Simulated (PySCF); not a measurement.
**Simulated absorption spectrum**

Compound: CH₆AsB.
InChI=1S/CH6AsB/c1-2-3/h2H,3H2,1H3

Method used: TDDFT PBE0/def2-SVPD, vertical, gas phase, core orbitals frozen in the response (PySCF 2.14.0, density-fitted response routines). Isolated species at its PBE0-D3(BJ)/def2-SVP geometry (one conformer only). The PBE0/def2-SVPD calculation is non-relativistic and has no spin–orbit coupling, an omission that weighs most on arsenic.

Each state is given a Gaussian of 0.4 eV full width at half maximum, with ε(max) = 2.175×10⁸ f / Δν̃ (Δν̃ the width in cm⁻¹). The width is an assumption, not a result. The curve ends short of the highest state used, and states not computed would add to its high-energy end.

```tsv
E (eV)	ε (L mol⁻¹ cm⁻¹)
3.54	12
3.63	66
3.72	277
3.82	983
3.91	2287
4.01	4206
4.10	5412
4.20	5152
4.29	3665
4.39	1806
4.48	710
4.57	211
4.67	39
4.76	6
4.86	1
4.95	1
5.05	6
5.14	34
5.23	149
5.33	558
5.42	1364
5.52	2687
5.61	3778
5.71	4272
5.80	4096
5.89	3744
5.99	3323
6.08	2740
6.18	1955
6.27	1664
6.37	2385
6.46	3821
6.56	5181
6.65	5194
6.74	4142
6.84	3157
6.93	3806
7.03	6502
7.12	9300
7.22	10345
7.31	8562
7.40	5388
7.50	2336
7.59	836
```

(1) Locate the maxima and give the states behind the curve.

(2) On this curve, what absorbance would a 10⁻³ mol/L sample give at 266 nm over a 1 cm path?

(3) Coming from long wavelengths, where does ε first pass 100 L mol⁻¹ cm⁻¹?

Answers

(1) 300 nm (4.14 eV), ε about 5500, made up of S1 (100%); 217 nm (5.72 eV), ε about 4300, made up of S2 (79%) and S4 (11%); 188 nm (6.61 eV), ε about 5400, made up of S5 (99%); 172 nm (7.20 eV), ε about 10000, made up of S7 (88%) (ε in L mol⁻¹ cm⁻¹; maxima over ε = 5, shares over 10%). The states used: S1 4.14 eV (f 0.082); S2 5.66 eV (f 0.053); S3 5.85 eV (f 0.0084); S4 6.02 eV (f 0.036); S5 6.60 eV (f 0.079); S6 7.10 eV (f 0.0082); S7 7.20 eV (f 0.136); S8 7.27 eV (f 0.012); S9 8.15 eV (f 0.017); S10 8.19 eV (f 0.063).

(2) 266 nm is 4.661 eV, where ε is about 46 L mol⁻¹ cm⁻¹, so A = ε c l ≈ 0.046 (Beer–Lambert, with the gas-phase spectrum and the assumed width).

(3) At about 339 nm (3.65 eV), 0.48 eV below S1.

The vertical ionisation energy (ΔSCF) is 8.99 eV, 0.80 eV above S10.

The run took 20 s wall on one thread, Arm Neoverse V2, no GPU, on a shared host.
